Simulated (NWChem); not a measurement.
Species: SiHF3; SMILES F[SiH](F)F

```xyz
5

Si     0.0000     0.0000     0.3275
F      1.4431    -0.3847    -0.2431
F     -1.0547    -1.0574    -0.2431
F     -0.3884     1.4421    -0.2431
H      0.0000     0.0000     1.7936
```
Atoms are numbered in this order, from 1.

Program: NWChem. Pople sets run with spherical d functions. Geometry: optimised at PBE0/def2-SVP. Atomic charges in e: unrestrained fits to the electrostatic potential beside Mulliken populations; buried atoms are poorly determined by the fit.

### Question
Estimate the computed values for Hartree-Fock/6-31G*. Quantities: ESP Si1; Mulliken Si1; ESP F2; Mulliken F2; ESP F3; Mulliken F3; ESP F4; Mulliken F4; relative RMS misfit of the potential (%).

### Answer
| Item | Result |
|---|---|
| ESP Si1 | 1.23 |
| Mulliken Si1 | 1.70 |
| ESP F2 | -0.36 |
| Mulliken F2 | -0.52 |
| ESP F3 | -0.36 |
| Mulliken F3 | -0.52 |
| ESP F4 | -0.36 |
| Mulliken F4 | -0.52 |
| relative RMS misfit of the potential (%) | 19 |
